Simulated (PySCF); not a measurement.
These 2 structures share the formula C2H4ClNSi. Level of theory: PBE0-D3(BJ)/def2-SVP geometry optimisation, gas phase in PySCF 2.14.0. One conformer each; no zero-point energy, no entropy. No frequencies were run at this level. Point groups hold within 0.08 Å.

Question: Order them by energy at this level, lowest first, and give relative energies in kJ/mol.
A. `[N:1]#[C:2][SiH2:3][CH2:4][Cl:5]` with C2–Si3–C4–Cl5 -63°
B. `[N:1]#[C:2][CH2:3][SiH2:4][Cl:5]` with C2–C3–Si4–Cl5 -65°

Answer: B (0.0), A (133.1).

```tsv
SMILES	E (Eh)	E rel (kJ/mol)	dipole (D)	point group	A, B, C (MHz)
N#CC[SiH2]Cl	-882.33668	0.0	4.16	C1	5342, 1802, 1464
N#C[SiH2]CCl	-882.28600	133.1	4.14	C1	4828, 1862, 1449
```

How do the relative energies change in single points at KT2/pcSseg-2 (no added dispersion term) on the same geometries?

```json
{"SMILES": "N#CC[SiH2]Cl", "PBE0-D3(BJ)/def2-SVP (kJ/mol)": "0.0", "KT2/pcSseg-2 (kJ/mol)": "0.0", "shift": "0.0"}
{"SMILES": "N#C[SiH2]CCl", "PBE0-D3(BJ)/def2-SVP (kJ/mol)": "133.1", "KT2/pcSseg-2 (kJ/mol)": "122.5", "shift": "-10.6"}
```

Each column counts from its own lowest isomer. The order is unchanged; the largest shift is 10.6 kJ/mol.
